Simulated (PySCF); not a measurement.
## Computed structure and properties of PtH4(NH3)

System: PtH4(NH3) (singlet); start: displaced along the imaginary mode (C1). Method: PySCF 2.14.0, RKS PBE0, Pt def2-SVP with ECP60, H def2-SVP, N def2-SVP; non-relativistic Hamiltonian with scalar-relativistic core potentials where named; density fitting; no spin-orbit coupling.

Input of the relaxation:

```python
mol = gto.M(atom='''
Pt    -0.00010     0.14948     0.04536
H      0.25000     1.46640     0.95637
H      1.65951     0.13074     0.11731
H     -0.23637     1.75082     0.01052
H     -1.66071     0.17394    -0.02834
N      0.00025    -1.85917    -0.55913
H     -0.82622    -2.36269    -0.23785
H     -0.00293    -1.88920    -1.58051
H      0.83248    -2.35594    -0.24383''',
    basis={'Pt': 'def2-SVP', 'H': 'def2-SVP', 'N': 'def2-SVP'},
    ecp={'Pt': 'def2-SVP'},
    charge=0, spin=0)
mf = dft.RKS(mol, xc='PBE0')
mf.grids.atom_grid = (50, 194)
mf = mf.density_fit()  # fitting sets: Pt def2-universal-JKFIT, H def2-universal-JKFIT, N def2-universal-JKFIT
mf.conv_tol = 1e-08; mf.max_cycle = 55
mf.kernel(dm0)  # dm0: converged density of the start geometry
# quasi-Newton relaxation in Cartesian coordinates to a largest gradient under 0.00045 Eh/bohr, steps kept in the point group
```

Run from Python with OMP_NUM_THREADS=2; the lines above give its settings. Where DIIS fails, smearing, a level shift and second-order steps follow.
It took 81 s on 2 threads of Arm Neoverse V1, on a shared host, from the converged density of the start.

Course of the relaxation:

```tsv
step	energy above end (eV)	largest force component within the symmetry (eV/Å)
0	0.6234	1.089
1	0.5746	0.315
2	0.5210	0.223
3	0.4481	1.005
4	0.4375	0.537
5	0.4244	0.286
6	0.4143	0.151
7	0.4093	0.105
33	0.0010	0.048
34	0.0006	0.087
35	0.0004	0.030
36	0.0001	0.021
37	0.0001	0.024
38	0.0000	0.021
```
(The steps between are left out.)

Relaxed geometry (C1):

```xyz
9

Pt   -0.2602    0.2896    0.0312
H     1.1751    1.1310    0.5564
H     1.4946    0.3531    0.3879
H    -0.7326    1.7363    0.3739
H    -1.7880    0.1129   -0.3198
N     0.0250   -1.8336   -0.5527
H    -0.7554   -2.3712   -0.1757
H    -0.0241   -1.9168   -1.5689
H     0.8817   -2.2969   -0.2524
```

```
     contact      Å
  Pt1–H2 (H)  1.745
  Pt1–H3 (H)  1.792
  Pt1–H4 (H)  1.560
  Pt1–H5 (H)  1.578
Pt1–N6 (NH3)  2.220
```

Short contacts between ligands at the end: H2···H3 0.86 Å.

On relaxing from the template, bonds within or between ligands changed, so the formula names the start rather than the bonding at the end.

On the finer grid (75, 302):

```yaml
HOMO: -6.08 eV
LUMO: -0.05 eV
Dipole_about_the_centre_of_mass: 5.65 D
Set_of_Mulliken_populations_of_Pt1_outside_the_core_potential: s 3.01, p 6.28, d 8.87, f 0.01
D3_BJ_dispersion_energy_not_in_the_energies: -0.128 eV
```

```
atom  Mulliken (e)  Löwdin (e)  spin (e)
 Pt1         -0.17       -0.33      0.00
  H2          0.06        0.09      0.00
  H3          0.00        0.06      0.00
  H4         -0.04       -0.07      0.00
  H5         -0.09       -0.10      0.00
  N6         -0.24        0.05      0.00
  H7          0.17        0.10      0.00
  H8          0.16        0.10      0.00
  H9          0.15        0.10      0.00
```

On the grid (50, 194), as all that follows. Harmonic modes: a minimum within the noise of the softest modes; lowest 54 cm⁻¹ (negative: unstable), highest 3633 cm⁻¹, zero-point energy 1.914 eV.

Taking off one H (charge -1, singlet; the rest: singlet) in vacuum, both parts rigid, costs 14.85 eV; the small basis without counterpoise inflates it. Most of it is the attraction of opposite charges; other ways to part are cheaper, and one spin state was tried for the rest.

Rigid scan of H along the line from its metal, all other atoms held (where the atom bridges, its other bond changes as well):

```tsv
distance to H2 (Å)	energy (eV)
1.44	0.654
1.54	0.248
1.64	0.054
1.74	0.000
1.84	0.048
1.94	0.177
2.14	0.629
2.44	1.624
2.84	3.079
3.34	4.545
```

Taking off one NH3 (charge 0, singlet; the rest: singlet) in vacuum, both parts rigid, costs 1.51 eV; the small basis without counterpoise inflates it.

Rigid scan of NH3 along the line from its metal, all other atoms held (where the atom bridges, its other bond changes as well):

```json
{"distance to N6 (Å)": "1.92", "energy (eV)": "0.616"}
{"distance to N6 (Å)": "2.02", "energy (eV)": "0.226"}
{"distance to N6 (Å)": "2.12", "energy (eV)": "0.047"}
{"distance to N6 (Å)": "2.22", "energy (eV)": "0.000"}
{"distance to N6 (Å)": "2.32", "energy (eV)": "0.034"}
{"distance to N6 (Å)": "2.42", "energy (eV)": "0.115"}
{"distance to N6 (Å)": "2.62", "energy (eV)": "0.335"}
{"distance to N6 (Å)": "2.92", "energy (eV)": "0.665"}
{"distance to N6 (Å)": "3.32", "energy (eV)": "0.984"}
{"distance to N6 (Å)": "3.82", "energy (eV)": "1.206"}
```

One start shape was tried, so this needn't be the lowest isomer.
